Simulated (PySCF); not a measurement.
# Stretching NaHg⁺

Set-up: Na def2-SVPD, Hg def2-SVPD with ECP60; scalar-relativistic core potentials (PySCF 2.14). Energies in eV from Na⁺ + Hg in their ground configurations at the same level. State: ¹Σ⁺ (singlet), closed shell.

All columns are M06. A positive dipole points towards Hg; it is taken about the centre of mass and depends on that origin.

```
R (Å)  E (eV)   μ (D)  Mulliken charge on Na (basis-dependent)  HOMO (eV)  LUMO (eV)  Mayer bond order  ⟨S²⟩
2.644  -0.122   -8.77                                     0.92     -12.80      -6.89              0.17  0.00
2.768  -0.229   -9.29                                     0.90     -12.65      -6.95              0.19  0.00
2.890  -0.293   -9.84                                     0.90     -12.50      -7.00              0.20  0.00
2.983  -0.321  -10.25                                     0.90     -12.39      -7.05              0.20  0.00
3.075  -0.337  -10.68                                     0.90     -12.28      -7.09              0.19  0.00
3.167  -0.343  -11.11                                     0.91     -12.17      -7.13              0.18  0.00
3.290  -0.340  -11.69                                     0.91     -12.03      -7.19              0.16  0.00
3.444  -0.325  -12.43                                     0.93     -11.86      -7.25              0.14  0.00
3.628  -0.295  -13.32                                     0.94     -11.67      -7.33              0.12  0.00
3.874  -0.248  -14.53                                     0.95     -11.42      -7.43              0.09  0.00
```

A fit through these points gives, at Re = 3.196 Å, μ = -11.24 D and dμ/dR = -4.71 D/Å; the reduced mass is 20.64 u.

How strong is the fundamental in the double-harmonic approximation, I = 42.26·(dμ/dR)²/μred km/mol?

I = 42.26·(-4.71)²/20.64 = 45.4 km/mol at M06.

Closed-shell solutions of metal pairs were not tested for spin polarisation, which can lower them a little. The bond is weak. Basis-set superposition, not corrected here, can be much of De in a small basis, most of all at correlated wavefunction levels. Spin–orbit coupling is left out. For an ion De counts to the pair picked by the measured ionisation energies or electron affinities, which need not be the lowest pair at this level.
